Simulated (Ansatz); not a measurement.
Ansatz (a program for electronic structure) input (B3LYP-D3(BJ)/def2-TZVP):

Ansatz 0.2 input:
```yaml
crystal:
  periodic: [false, false, false]
  atoms:
    - {symbol: Mg, position_ang: [0.00000000, 0.00000000, 0.00000000]}
    - {symbol: Br, position_ang: [0.00000000, 0.00000000, 2.39403072]}
    - {symbol: Br, position_ang: [-0.00000000, -0.00000000, -2.39403072]}
basis:
  gaussian:
    orbitals: def2-TZVP
hamiltonian:
  xc: b3lyp
  dispersion: d3bj
total_charge: 1
magnetization: {spin_polarized: true, initial_magnetization: 1}
phonons: {temperatures: {t_min: 298.15, t_max: 298.15, t_step: 100}}
```

Output:

```
Functional definition: B3LYP
integrals: 0.07 GiB planned
985 factors; integrals over basis functions are off by at most 1.9e-4 eV
mean field: 1.13 GiB planned
mean field evaluation 1: about -145530.9399 eV, gradient 1.9e1 eV
mean field evaluation 2: about -145530.3897 eV, gradient 2.5e1 eV
mean field evaluation 4: about -145533.1009 eV, gradient 5.0e-1 eV
mean field evaluation 8: about -145533.1121 eV, gradient 1.0e0 eV
mean field evaluation 16: about -145533.1223 eV, gradient 2.3e-5 eV
mean field evaluation 32: about -145532.9019 eV, gradient 4.4e0 eV
mean field evaluation 64: about -145533.1223 eV, gradient 3.4e-6 eV
mean field -145533.12234493 eV, -5348.2436002829 hartree, gradient 3.4e-6 eV, S^2 0.754538; 7 other end points of the search recorded, 0 dependent functions left out
the calculation of the forces begins
reference -145533.12257171 eV, -5348.2436086168 hartree; 41, 40 occupied and 87, 88 virtual orbitals, 985 factors
these checks for a lower state are left out or cut short: stability, starts, cluster_reference, orbital_swaps, neighbouring_geometries, increment
integrals: 0.07 GiB planned
985 factors; integrals over basis functions are off by at most 1.9e-4 eV
mean field: 1.13 GiB planned
mean field -145533.12234423 eV, -5348.2436002571 hartree, gradient 2.0e-6 eV, S^2 0.754538; 0 other end points of the search recorded, 0 dependent functions left out
the calculation of the forces begins
reference -145533.12257101 eV, -5348.2436085910 hartree; 41, 40 occupied and 87, 88 virtual orbitals, 985 factors
these checks for a lower state are left out or cut short: stability, starts, cluster_reference, orbital_swaps, neighbouring_geometries, increment
integrals: 0.07 GiB planned
985 factors; integrals over basis functions are off by at most 1.9e-4 eV
mean field: 1.13 GiB planned
mean field -145533.12234423 eV, -5348.2436002571 hartree, gradient 2.3e-6 eV, S^2 0.754538; 0 other end points of the search recorded, 0 dependent functions left out
the calculation of the forces begins
reference -145533.12257101 eV, -5348.2436085910 hartree; 41, 40 occupied and 87, 88 virtual orbitals, 985 factors
these checks for a lower state are left out or cut short: stability, starts, cluster_reference, orbital_swaps, neighbouring_geometries, increment
integrals: 0.07 GiB planned
985 factors; integrals over basis functions are off by at most 1.9e-4 eV
mean field: 1.13 GiB planned
mean field -145533.12234458 eV, -5348.2436002700 hartree, gradient 2.2e-6 eV, S^2 0.754538; 0 other end points of the search recorded, 0 dependent functions left out
the calculation of the forces begins
reference -145533.12257136 eV, -5348.2436086039 hartree; 41, 40 occupied and 87, 88 virtual orbitals, 985 factors
these checks for a lower state are left out or cut short: stability, starts, cluster_reference, orbital_swaps, neighbouring_geometries, increment
integrals: 0.07 GiB planned
985 factors; integrals over basis functions are off by at most 1.9e-4 eV
mean field: 1.13 GiB planned
mean field -145533.12234458 eV, -5348.2436002700 hartree, gradient 2.3e-6 eV, S^2 0.754538; 0 other end points of the search recorded, 0 dependent functions left out
the calculation of the forces begins
reference -145533.12257136 eV, -5348.2436086039 hartree; 41, 40 occupied and 87, 88 virtual orbitals, 985 factors
these checks for a lower state are left out or cut short: stability, starts, cluster_reference, orbital_swaps, neighbouring_geometries, increment
integrals: 0.07 GiB planned
985 factors; integrals over basis functions are off by at most 1.9e-4 eV
mean field: 1.13 GiB planned
mean field evaluation 96: about -145533.1223 eV, gradient 1.8e-4 eV
mean field -145533.12230749 eV, -5348.2435989070 hartree, gradient 2.1e-6 eV, S^2 0.754538; 0 other end points of the search recorded, 0 dependent functions left out
the calculation of the forces begins
reference -145533.12253427 eV, -5348.2436072410 hartree; 41, 40 occupied and 87, 88 virtual orbitals, 985 factors
these checks for a lower state are left out or cut short: stability, starts, cluster_reference, orbital_swaps, neighbouring_geometries, increment
integrals: 0.07 GiB planned
985 factors; integrals over basis functions are off by at most 1.9e-4 eV
mean field: 1.13 GiB planned
mean field -145533.12230749 eV, -5348.2435989071 hartree, gradient 2.1e-6 eV, S^2 0.754538; 0 other end points of the search recorded, 0 dependent functions left out
the calculation of the forces begins
reference -145533.12253427 eV, -5348.2436072410 hartree; 41, 40 occupied and 87, 88 virtual orbitals, 985 factors
these checks for a lower state are left out or cut short: stability, starts, cluster_reference, orbital_swaps, neighbouring_geometries, increment
integrals: 0.07 GiB planned
985 factors; integrals over basis functions are off by at most 1.9e-4 eV
mean field: 1.13 GiB planned
mean field -145533.12234477 eV, -5348.2436002769 hartree, gradient 9.5e-7 eV, S^2 0.754538; 0 other end points of the search recorded, 0 dependent functions left out
the calculation of the forces begins
reference -145533.12257155 eV, -5348.2436086108 hartree; 41, 40 occupied and 87, 88 virtual orbitals, 985 factors
these checks for a lower state are left out or cut short: stability, starts, cluster_reference, orbital_swaps, neighbouring_geometries, increment
integrals: 0.07 GiB planned
985 factors; integrals over basis functions are off by at most 1.9e-4 eV
mean field: 1.13 GiB planned
mean field -145533.12234477 eV, -5348.2436002769 hartree, gradient 9.5e-7 eV, S^2 0.754538; 0 other end points of the search recorded, 0 dependent functions left out
the calculation of the forces begins
reference -145533.12257155 eV, -5348.2436086108 hartree; 41, 40 occupied and 87, 88 virtual orbitals, 985 factors
these checks for a lower state are left out or cut short: stability, starts, cluster_reference, orbital_swaps, neighbouring_geometries, increment
integrals: 0.07 GiB planned
985 factors; integrals over basis functions are off by at most 1.9e-4 eV
mean field: 1.13 GiB planned
mean field -145533.12234486 eV, -5348.2436002801 hartree, gradient 2.1e-6 eV, S^2 0.754538; 0 other end points of the search recorded, 0 dependent functions left out
the calculation of the forces begins
reference -145533.12257163 eV, -5348.2436086141 hartree; 41, 40 occupied and 87, 88 virtual orbitals, 985 factors
these checks for a lower state are left out or cut short: stability, starts, cluster_reference, orbital_swaps, neighbouring_geometries, increment
integrals: 0.07 GiB planned
985 factors; integrals over basis functions are off by at most 1.9e-4 eV
mean field: 1.13 GiB planned
mean field evaluation 128: about -145533.1026 eV, gradient 1.3e-1 eV
mean field -145533.12234486 eV, -5348.2436002801 hartree, gradient 2.1e-6 eV, S^2 0.754538; 0 other end points of the search recorded, 0 dependent functions left out
the calculation of the forces begins
reference -145533.12257163 eV, -5348.2436086141 hartree; 41, 40 occupied and 87, 88 virtual orbitals, 985 factors
these checks for a lower state are left out or cut short: stability, starts, cluster_reference, orbital_swaps, neighbouring_geometries, increment
integrals: 0.07 GiB planned
985 factors; integrals over basis functions are off by at most 1.9e-4 eV
mean field: 1.13 GiB planned
mean field -145533.12237260 eV, -5348.2436012998 hartree, gradient 1.7e-6 eV, S^2 0.754540; 0 other end points of the search recorded, 0 dependent functions left out
the calculation of the forces begins
reference -145533.12259942 eV, -5348.2436096352 hartree; 41, 40 occupied and 87, 88 virtual orbitals, 985 factors
these checks for a lower state are left out or cut short: stability, starts, cluster_reference, orbital_swaps, neighbouring_geometries, increment
integrals: 0.07 GiB planned
985 factors; integrals over basis functions are off by at most 1.9e-4 eV
mean field: 1.13 GiB planned
mean field -145533.12227074 eV, -5348.2435975563 hartree, gradient 1.6e-6 eV, S^2 0.754537; 0 other end points of the search recorded, 0 dependent functions left out
the calculation of the forces begins
reference -145533.12249748 eV, -5348.2436058888 hartree; 41, 40 occupied and 87, 88 virtual orbitals, 985 factors
Total energy: -145533.26579030 eV, -5348.2488718031 hartree
Atom 0 at     0.000000     0.000000     0.000000 Å, force     0.000000     0.000000     0.000000 eV/Å
Atom 1 at     0.000000     0.000000     2.394031 Å, force    -0.000000    -0.000000    -0.002422 eV/Å
Atom 2 at    -0.000000    -0.000000    -2.394031 Å, force    -0.000000    -0.000000     0.002422 eV/Å
Dipole moment:     0.000000    -0.000000     0.000000 e Å
Vibrations: 38.45 54.13 173.66 393.23 cm⁻¹, zero-point energy 0.040882 eV
```
